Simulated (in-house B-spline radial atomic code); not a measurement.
Binding energies in Rb

NIST's tabulated ground configuration is [Kr] 5s1; each binding energy is the energy of the ion with one electron taken from that subshell, relaxed, less that of the parent. All numbers are computed (Dirac-Hartree-Fock, average of configuration; Fermi nucleus of rms radius 4.2036 fm) with a B-spline radial code for spherical atoms, not measured. Energies include first-order Breit, QED and recoil terms.

| subshell | X-ray name | binding energy (eV) | -ε (eV) | relaxation (eV) |
| --- | --- | --- | --- | --- |
| 2p1/2 | L2 | 1871.5 | 1905.2 | 30.6 |
| 3p1/2 | M2 | 257.3 | 267.2 | 9.6 |
| 3p3/2 | M3 | 248 | 257.6 | 9.3 |
| 3d3/2 | M4 | 117.4 | 127.2 | 9.8 |
| 3d5/2 | M5 | 115.9 | 125.6 | 9.7 |
| 4p1/2 | N2 | 20.91 | 22.65 | 1.72 |
| 4p3/2 | N3 | 20.01 | 21.67 | 1.66 |
| 5s | O1 | 3.8 | 3.81 | 0.01 |

Relaxation = -ε minus the binding energy without Breit, QED and recoil terms.

Emission lines follow as differences of binding energies, with λ = 12398.42 eV·Å / E:

```tsv
line	holes	energy (eV)	wavelength (Å)
L2-M4	2p1/2 → 3d3/2	1754.1	7.0683
```

Q: What does it cost to remove both a 3p1/2 and a 5s electron?

A: 267.58 eV, which is 6.51 eV more than the two single binding energies together.

Q: What does it cost to remove both a 4p3/2 and a 5s electron?

A: 30.061 eV, which is 6.255 eV more than the two single binding energies together.

Q: What does it cost to remove both a 3p1/2 and a 3d3/2 electron?

A: 400.16 eV, which is 25.48 eV more than the two single binding energies together.
